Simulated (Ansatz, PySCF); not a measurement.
This PySCF input computes a PBE0/def2-TZVPD energy:

```python
from pyscf import gto, scf, dft

mol = gto.M(
    atom='''
    Se    0.04635993    0.01112082    0.51766267
    F     0.55151534    1.05798314   -0.93005860
    F    -0.72665283   -1.09999510   -1.02555591
    ''',
    basis='def2-tzvpd',
    charge=-1,
    spin=1,
    verbose=4,
)

mf = dft.UKS(mol, xc='pbe0').density_fit(auxbasis='def2-universal-jkfit')
mf.grids.level = 3
mf.conv_tol = 1e-9
mf.max_cycle = 100
mf.max_memory = 1500
mf.kernel()
if not mf.converged:
    mf = mf.newton()
    mf.kernel(mf.make_rdm1())
for _ in range(2):
    mo, _, stable, _ = mf.stability(return_status=True)
    if stable:
        break
    mf.kernel(mf.make_rdm1(mo, mf.mo_occ))
mf.analyze()
```

Question: Write an input for the same energy in Ansatz (a first-principles code) and say what it gives.

Answer: 
Ansatz 0.2 input:
```yaml
crystal:
  periodic: [false, false, false]
  atoms:
    - {symbol: Se, position_ang: [0.04635993, 0.01112082, 0.51766267]}
    - {symbol: F, position_ang: [0.55151534, 1.05798314, -0.93005860]}
    - {symbol: F, position_ang: [-0.72665283, -1.09999510, -1.02555591]}
basis:
  gaussian:
    orbitals: def2-TZVPD
hamiltonian:
  xc: {name: PBE0}
total_charge: -1
magnetization: {spin_polarized: true, initial_magnetization: 1}
output: {forces: true}
```
It gives -2600.86430 Eh, and PySCF -2600.86439 Eh, a difference of 0.09 mEh, from the treatment of integrals and grids.
